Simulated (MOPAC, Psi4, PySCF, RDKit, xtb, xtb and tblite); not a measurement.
Two geometries of C₃H₇ClSi, SMILES C=CC[SiH2]Cl, relaxed at GFN2-xTB with one dihedral held; other torsions can differ between them too.

Structure A

```
12

C     -1.8439    -0.4634     0.8807
C     -0.8119    -0.8724     0.1664
C     -0.0557     0.0109    -0.7839
Si     1.3832    -0.8565    -1.6725
Cl     2.2825     0.4875    -2.8843
H     -2.2085     0.5496     0.8191
H     -2.3684    -1.1177     1.5556
H     -0.4722    -1.8957     0.2528
H      0.3161     0.8804    -0.2328
H     -0.7579     0.4167    -1.5188
H      0.8948    -1.9586    -2.5000
H      2.3751    -1.3355    -0.7109
```

Structure B

```
12

C     -1.8385    -0.4707     0.8834
C     -0.7798    -0.8527     0.1937
C     -0.0407     0.0248    -0.7653
Si     1.8123    -0.3892    -0.9025
Cl     2.6472     0.8800    -2.2344
H     -2.2127     0.5392     0.8329
H     -2.3632    -1.1397     1.5436
H     -0.4360    -1.8766     0.2575
H     -0.2046     1.0723    -0.5039
H     -0.4881    -0.1121    -1.7569
H      1.9943    -1.7510    -1.4032
H      2.4878    -0.2163     0.3818
```

Q: Which is lower in energy at the level DF-MP2 (frozen core)/cc-pVTZ // GFN2-xTB run with Psi4, and by how much?

A: B is lower, by 1.64 kcal/mol (dihedral C1–C2–C3–Si4: 180° in A, 150° in B).

E(B) − E(A) in kcal/mol at the other levels, on the same two geometries: GFN2-xTB (xtb and tblite) -1.13; MMFF94 // GFN2-xTB (RDKit) -1.13; B3LYP/def2-TZVP // GFN2-xTB (Psi4) -1.58; B3LYP-D3(BJ)/def2-TZVP // GFN2-xTB (Psi4) -1.60; PBE/def2-TZVP // GFN2-xTB (Psi4) -1.60; PBE-D3(BJ)/def2-TZVP // GFN2-xTB (Psi4) -1.61; HF/cc-pVTZ // GFN2-xTB (Psi4) -1.65; UFF // GFN2-xTB (RDKit) 1.23; PM7, restricted, heats of formation // GFN2-xTB (MOPAC) -0.76; PM3, restricted, heats of formation // GFN2-xTB (MOPAC) -0.63; GFN1-xTB // GFN2-xTB (xtb) -1.13; restricted B3LYP/6-31G*, spherical d, density fitting // GFN2-xTB (PySCF) -1.76; restricted LDA (SVWN5)/6-31G*, spherical d, density fitting // GFN2-xTB (PySCF) -1.89; restricted MP2 (frozen core)/3-21G // GFN2-xTB (PySCF) -1.47; restricted Hartree-Fock/6-31G*, spherical d, density fitting // GFN2-xTB (PySCF) -1.67.

MMFF94 has few fitted parameters for silicon.
